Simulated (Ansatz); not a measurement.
`C[Si](C)(F)C#N` + H₂ → `C[SiH](F)C#N` + CH₄  (hydrogenolysis of the Si–C bond)

Program: Ansatz. Geometries: PBE0-D4/def2-TZVP. ΔE: electronic, gas phase. CBS: MP2 limit from def2 TZ/QZ plus the TZ coupled-cluster correction, frozen cores. This one scheme is used for every species. Functionals use def2-TZVPP. HSE06 is defined as in plane-wave codes.

```csv
level,ΔE (kJ/mol),difference from CCSD(T)/CBS
BLYP-D4,-10.8,-0.1
B97M-V,-13.5,-2.8
r2SCAN0-D4,-9.7,1.0
HSE06-D4,-10.3,0.4
CAM-B3LYP-D4,-14.8,-4.1
ωB97X-V,-11.9,-1.2
PBE-QIDH,-12.5,-1.8
PBE,-14.2,-3.5
revPBE,-17.8,-7.1
r2SCANh,-10.4,0.3
r2SCAN0,-11.8,-1.1
BHLYP,-24.5,-13.8
HF/def2-SVP,-39.6,-28.9
MP2/def2-QZVPP,-7.2,3.5
MP2/CBS(def2),-6.3,4.4
CCSD/CBS(def2),-14.6,-3.9
CCSD(T)/CBS,-10.7,0
```

Largest T1 diagnostic among the species: 0.012.

In def2-TZVPP, CCSD(T) changes the Hartree–Fock value by +21.4 kJ/mol (the triples alone add +3.9 kJ/mol) and MP2 by +25.8 kJ/mol. Leaving LDA and LC-ωPBE aside and taking each functional with its dispersion term where it has one, the values, not all of them listed here, spread over 13.9 kJ/mol, from B2PLYP to revPBE-D4. LDA lies +8.4 kJ/mol from PBE without D4. The D4 term adds +9.8 kJ/mol with B3LYP and +5.5 kJ/mol with PBE0; it sums over pairs of atoms, weighted by their polarisabilities, and B3LYP, whose exchange is more repulsive, gets the larger term.

B3LYP here is the variant with VWN-RPA as its local correlation; programs differ in this.
